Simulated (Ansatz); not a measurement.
`C[CH2][In]([F])[F]` + CH₃NH₂ → `C[NH][In]([F])[F]` + `CC` at 500 K and 1 bar (ligand exchange at the In–C bond).

Computed with Ansatz on PBE0-D4/def2-TZVP structures; ΔE is electronic, products minus reactants. CBS: MP2 limit from def2 TZ/QZ plus the TZ coupled-cluster correction, frozen cores. This one scheme is used for every species. Elements past krypton have def2 core potentials. For In outer-core shells are correlated without core-valence functions, which leaves a few kJ/mol of doubt a bond. One conformer a species, not always the lowest.

| species | CCSD(T)/CBS energy (Eh) | H − E (kJ/mol) | S (J/(mol·K)) |
| --- | --- | --- | --- |
| `C[CH2][In]([F])[F]` | -468.57870 | 226.8 | 448.1 |
| CH₃NH₂ | -95.75281 | 191.8 | 270.3 |
| `C[NH][In]([F])[F]` | -484.61621 | 196.4 | 435.4 |
| `CC` | -79.71954 | 220.5 | 259.9 |

H − E and S are ideal-gas, rigid-rotor, harmonic terms from PBE0-D4/def2-TZVP, for one conformer and one mirror image of each species. 1 Eh = 2625.50 kJ/mol, R = 8.31446 J/(mol·K).

Question: By hand: ΔE, ΔH, ΔS and ΔG.

Answer: ΔE = (-484.61621) + (-79.71954) − (-468.57870) − (-95.75281) = -0.00424 Eh = -11.1 kJ/mol. Δ(H − E) = 196.4 + 220.5 − 226.8 − 191.8 = -1.7, so ΔH = -12.8 kJ/mol. ΔS = 435.4 + 259.9 − 448.1 − 270.3 = -23.1 J/(mol·K). ΔG = -12.8 − 500 × (-23.1)/1000 = -1.2 kJ/mol.

Question: By hand: the equilibrium constant, and the temperature at which ΔG would vanish if ΔH and ΔS stayed fixed.

Answer: log₁₀ K = −ΔG/(RT ln 10) = 0.1. ΔG = 0 at ΔH/ΔS = 554 K.

TΔS isn't small against ΔH here. The sign of ΔG lies within the doubt. A doubt of 5 kJ/mol in ΔE shifts log₁₀ K by 0.5 here. Other conformers and mirror images would add mixing entropy, several J/(mol·K) or more a flexible species. Modes under 60 cm⁻¹, often nearly free rotors, make the harmonic entropy too high. These are equilibria of isolated gas molecules and say nothing of rates. Largest T1 diagnostic: 0.016 (customary marks: 0.02 for closed shells, 0.045 for open ones).
